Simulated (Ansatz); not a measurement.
ZrO₄H₄, relaxed as a singlet with RKS PBE-D4/def2-SVP in Ansatz, starting from the GFN2-xTB geometry. Force threshold 0.02 eV/Å.

In the def2 sets Zr takes a core potential; there is no spin–orbit coupling. The structure holds one bond between oxygen atoms, so isomers without such links may lie far lower. Another isomer (singlet) lies 0.03 eV lower at PBE0-D4/def2-TZVP; other spin states weren't run for this one.

Start:

```xyz
9

Zr    0.504    0.286   -0.258
O     0.975    1.024    1.417
O     0.224   -1.526    0.373
O    -0.250   -1.694   -0.986
O    -1.257    0.971   -0.483
H     0.899    0.582    2.272
H     1.646    0.654   -1.571
H    -1.174   -1.986   -0.850
H    -1.568    1.688    0.087
```

(1) Estimate the energy that the relaxation releases and the steps that it takes.

(2) Does the start keep its bonding and symmetry?

(3) Predict the relaxed structure.

Results:

(1) 63.2 kJ/mol, in 18 steps; 23 s on 4 threads of Arm Neoverse V1 on a shared host. The force fell under the threshold at step 14, but the optimiser went on. No frequencies were taken in this run, so the end may be a saddle point.

(2) By distances, no bond broke or formed. The bond that changes most is Zr1–O3, from 1.94 to 2.04 Å (atoms count from 1).

(3) 
```csv
atom,x (Å),y (Å),z (Å)
Zr1,0.303,0.171,0.036
O2,1.184,0.827,1.613
O3,-0.117,-1.802,0.372
O4,-0.111,-1.802,-1.110
O5,-1.326,1.114,-0.408
H6,1.638,1.118,2.415
H7,1.534,0.563,-1.327
H8,-1.063,-1.940,-1.319
H9,-2.042,1.750,-0.272
```
Bond lengths: 4 × O–Zr 1.92 to 2.32 Å; 1 × O–O 1.48 Å; 3 × H–O 0.97 to 0.98 Å; 1 × H–Zr 1.88 Å.
